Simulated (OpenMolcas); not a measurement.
A calculation on In+.

```
Program             : OpenMolcas
Method              : XMS-CASPT2, IPEA 0.25 Eh, imaginary shift 0.1 Eh (closed shells correlated: 4d)
Basis               : ANO-RCC-VTZP [7s6p4d2f1g]
Scalar Hamiltonian  : DKH2, point nucleus
Active space        : 2 electrons in 8 orbitals (5s 5p 6s 6p)
State averaging     : 2S+1 = 3 even, 3 roots; 2S+1 = 1 even, 7 roots; 2S+1 = 3 odd, 3 roots; 2S+1 = 1 odd, 3 roots
Spin-orbit coupling : state interaction with AMFI integrals over the reference wave functions, term energies averaged over their components
```

Q: Which level of the active space comes out lowest?

A: 5s2 1S0, with 100 % of that term; it is also the measured ground level.

Q: How high does 5s 5p 3P* 0 lie?

A: 42650 cm-1 above the lowest level; measured 42276 cm-1 above the ground level, so the calculation is off by +1 %.

Q: How high does 5s 5p 1P* 1 lie?

A: 62930 cm-1 above the lowest level; measured 63038 cm-1 above the ground level, so the calculation is off by 0 %.

Q: How high does 5p2 1D2 lie?

A: 101890 cm-1 above the lowest level; measured 97628 cm-1 above the ground level, so the calculation is off by +4 %.

Measured values: NIST Handbook of Basic Atomic Spectroscopic Data.

CASPT2 does not keep the components of a term degenerate, so their means are used; among the terms shown or strongly mixed into the levels shown the widest spread is 350 cm-1 (5p2 1D). Over all roots computed the reference weight is 0.82 to 0.93; the roots of lowest weight are the least certain, and an intruder state may touch them. The run also gave levels led by 5s 6s, which use shells meant for correlation; these and all levels above them are left out. The ¹D term of p² mixes with s d, which this space lacks. Measured partners are found by configuration, term and J. A level has none where our copy of the source lacks it or the pairing is in doubt (some pairs that miss far off the trend of their configuration count as doubtful), and it then counts in no deviation. Only configurations of the active space appear.

* marks odd parity.
